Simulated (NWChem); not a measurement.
# Basis-set convergence for hydrogen (H2)

```xyz
2

H      0.0000     0.0000     0.3842
H      0.0000     0.0000    -0.3842
```
Charge 0, spin multiplicity 1.

All runs are NWChem calculations. All single points use one geometry, from PBE/def2-SVP, a minimum by its harmonic frequencies.

Quantity: vertical ionisation energy at the level ΔMP2 (Δ: difference of total energies, the cation a doublet at the parent's geometry with its hole in an orbital of symmetry ag (D2h labels); it is the state that the SCF runs reached, from PBE0 orbitals for Hartree-Fock references, and need not be the lowest).

The correlated methods freeze no orbitals. The Pople sets run with spherical d functions. The stability of the SCF solutions was not checked.

Question: In def2-QZVP the value is 16.03 eV. Among STO-3G, 6-31G*, 6-31+G*, 3-21G, def2-SVPD, aug-cc-pVDZ, aug-pcseg-1, cc-pVTZ, aug-cc-pVTZ, which is the smallest basis within 0.2 eV of it?

Answer: def2-SVPD, with 16 functions against 60 (also within reach: aug-cc-pVDZ, aug-pcseg-1, cc-pVTZ, aug-cc-pVTZ). def2-QZVP isn't the basis-set limit itself, and a small set can land close by cancellation.

```csv
basis,functions,vertical ionisation energy (eV)
STO-3G,2,15.80
6-31G*,4,15.80
6-31+G*,4,15.80
3-21G,4,15.76
def2-SVPD,16,15.86
aug-cc-pVDZ,18,15.87
aug-pcseg-1,18,15.85
cc-pVTZ,28,15.99
aug-cc-pVTZ,46,16.00
def2-QZVP,60,16.03
```
